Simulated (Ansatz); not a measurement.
`O[BH][AlH][F]` + HCl → `OBCl` + `[F][AlH2]` at 600 K and 1 bar (cleavage of the B–Al bond).

Isolated molecules relaxed with PBE0-D4/def2-TZVP in Ansatz; ΔE leaves out vibrations. CCSD(T)/CBS adds triple-zeta CCSD(T) − MP2 to the extrapolated MP2 energy (def2 sets, frozen cores). This one scheme is used for every species. Each species was taken in one conformer, which may not be the lowest.

```json
{"species": "`O[BH][AlH][F]`", "CCSD(T)/CBS energy (Eh)": "-443.67395", "H − E (kJ/mol)": "144.7", "S (J/(mol·K))": "395.0"}
{"species": "HCl", "CCSD(T)/CBS energy (Eh)": "-460.38127", "H − E (kJ/mol)": "35.4", "S (J/(mol·K))": "207.2"}
{"species": "`OBCl`", "CCSD(T)/CBS energy (Eh)": "-561.03999", "H − E (kJ/mol)": "107.2", "S (J/(mol·K))": "308.7"}
{"species": "`[F][AlH2]`", "CCSD(T)/CBS energy (Eh)": "-343.06661", "H − E (kJ/mol)": "68.4", "S (J/(mol·K))": "279.9"}
```

H − E and S are ideal-gas, rigid-rotor, harmonic terms from PBE0-D4/def2-TZVP, for one conformer and one mirror image of each species. 1 Eh = 2625.50 kJ/mol, R = 8.31446 J/(mol·K).

**Question.** By hand: ΔE, ΔH, ΔS and ΔG.

**Answer.** ΔE = (-561.03999) + (-343.06661) − (-443.67395) − (-460.38127) = -0.05138 Eh = -134.9 kJ/mol. Δ(H − E) = 107.2 + 68.4 − 144.7 − 35.4 = -4.5, so ΔH = -139.4 kJ/mol. ΔS = 308.7 + 279.9 − 395.0 − 207.2 = -13.6 J/(mol·K). ΔG = -139.4 − 600 × (-13.6)/1000 = -131.2 kJ/mol.

**Question.** By hand: the equilibrium constant, and the temperature at which ΔG would vanish if ΔH and ΔS stayed fixed.

**Answer.** log₁₀ K = −ΔG/(RT ln 10) = 11.4. ΔG = 0 at ΔH/ΔS = 10250 K, far beyond where these terms or the molecules hold.

The number of gas molecules stays the same, so ΔS is small and ΔH decides. A doubt of 5 kJ/mol in ΔE shifts log₁₀ K by 0.4 here. Other conformers and mirror images would add mixing entropy, several J/(mol·K) or more a flexible species. Modes under 60 cm⁻¹, often nearly free rotors, make the harmonic entropy too high. These are equilibria of isolated gas molecules and say nothing of rates. Largest T1 diagnostic: 0.014 (customary marks: 0.02 for closed shells, 0.045 for open ones).
